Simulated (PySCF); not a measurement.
A structure optimised at PBE-D3(BJ)/def2-TZVPD, used in a PySCF frequency run:

```
C
N 1 1.2447
H 1 1.1090 2 121.84
H 1 1.1090 3 116.31 2 180.00
```
Charge 0, spin multiplicity 2.

Task: Write its SMILES, formula and point group.

Result: C=[N], CH2N, C2v

Task: What are its rotational constants (standard atomic weights)?

Result: 282.47, 38.977, 34.251 GHz
